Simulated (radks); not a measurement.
Results of a calculation; reference values are marked as such.
Problem. Valence configurations of Mo III (all share [Kr]). Code: a radial shooting solver on a logarithmic mesh with Libxc functionals. Model: scalar-relativistic Kohn-Sham, BLYP, spin-polarised, spherical densities, finite nucleus; open shells are filled with parallel spins first (spin-orbit coupling, left out, can overturn this in heavy ions); Fermi nuclear charge, rms radius 4.4091 fm. Order these by energy: 4d2 5s1 5p1; 4d2 5s2; 4d3 5p1; 4d4; 4d3 5s0.5 5p0.5; 4d3.5 5p0.5; 4d3.5 5s0.5; 4d2.5 5s0.5 5p1; 4d3 5s1; 4d2 5p2.

Solution. From the lowest, in eV above it: 4d4 0.000; 4d3.5 5s0.5 1.854; 4d3 5s1 4.020; 4d3.5 5p0.5 4.546; 4d3 5s0.5 5p0.5 6.795; 4d3 5p1 9.577; 4d2 5s2 10.615; 4d2.5 5s0.5 5p1 12.249; 4d2 5s1 5p1 15.269; 4d2 5p2 21.215. NIST lists [Kr] 4d4 as the ground configuration; this level of theory agrees among the configurations tried. The energies are those of spherical high-spin densities, not of single terms.
